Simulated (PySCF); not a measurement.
What does the PBE0-D3(BJ)/def2-SVP structure of `C[CH]B(F)F` [radical] look like in three dimensions? (Doublet state.)

```
atom  x, y, z in Å
C1    -1.182   -0.113   -0.127
C2     0.199   -0.441    0.296
B3     1.420    0.426   -0.019
F4     1.304    1.562   -0.697
F5     2.640    0.084    0.367
H6    -1.560   -0.861   -0.850
H7    -1.251    0.876   -0.600
H8    -1.886   -0.146    0.724
H9     0.342   -1.374    0.854
```

Any rigid rotation of these coordinates is as good. Atoms count from 1 in this order. Of the pairs four or more bonds apart, F4···H7 is among the closest relative to their van der Waals radii: 2.65 Å, 99 % of the sum of Bondi's values. C2 (carbon bonded to B, C and H) is planar (angles 124.0°, 118.9° and 117.1°, sum 360.0°, 0.01 Å off the plane of its three neighbours). B3 (boron bonded to C and 2 F) is planar (angles 121.9°, 121.4° and 116.7°, sum 360.0°, 0.00 Å off the plane of its three neighbours). The 5 heavy atoms lie in one plane (0.004 Å rms).

Bonds between heavy atoms (Å): C1–C2 1.481, C2–B3 1.530, B3–F4 1.327, B3–F5 1.325.

Level of theory: PBE0-D3(BJ)/def2-SVP geometry optimisation, gas phase (PySCF).

Point group: near Cs, missed by 0.16 Å at most; the miss may be what the optimiser left on a soft mode. PBE0-D3(BJ)/def2-SVP frequencies: not computed here. ⟨S²⟩ = 0.753 (exact for a doublet: 0.75). Torsions: C1–C2–B3–F4 1°.

Time: 30 s of wall time. Hardware: an x86-64 server with one thread, shared host. This is the geometry optimisation.

One conformer stands for the species.
